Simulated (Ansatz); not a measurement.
Reactions of `COC(C)(F)F`.

Program: Ansatz. Geometries: PBE0-D4/def2-TZVP. ΔE: electronic, gas phase. CCSD(T)/CBS adds triple-zeta CCSD(T) − MP2 to the extrapolated MP2 energy (def2 sets, frozen cores). This one scheme is used for every species. Functionals use def2-TZVPP. B3LYP here is the variant with VWN-RPA as its local correlation; programs differ in this. For Ge outer-core shells are correlated without core-valence functions, which leaves a few kJ/mol of doubt a bond. Scalar relativity is left out up to krypton. One conformer a species, not always the lowest.

```
                                                                 reaction  CCSD(T)/CBS(def2) (kJ/mol)
                      `COC(C)(F)F` + `FC1NCO1` → `CN1COC1F` + `CC(O)(F)F`                         -42
`COC(C)(F)F` + `O[SiH](F)[O][GeH3]` → `CO[SiH](F)[O][GeH3]` + `CC(O)(F)F`                          -2
                                  `COC(C)(F)F` + H₂O → `COC(O)(F)F` + CH₄                          -3
                        `COC(C)(F)F` + `FC1NCO1` → `CN1COC1F` + `COC(F)F`                          40
              `COC(C)(F)F` + `S[SiH](Cl)Cl` → `CS[SiH](Cl)Cl` + `COC(F)F`                           ?
```

(1) Fill in the missing values. (Estimate.)

Largest T1 diagnostic: 0.012, for `O[SiH](F)[O][GeH3]`.

Results:

(1) Computed: `COC(C)(F)F` + `S[SiH](Cl)Cl` → `CS[SiH](Cl)Cl` + `COC(F)F`: +29.5 kJ/mol.
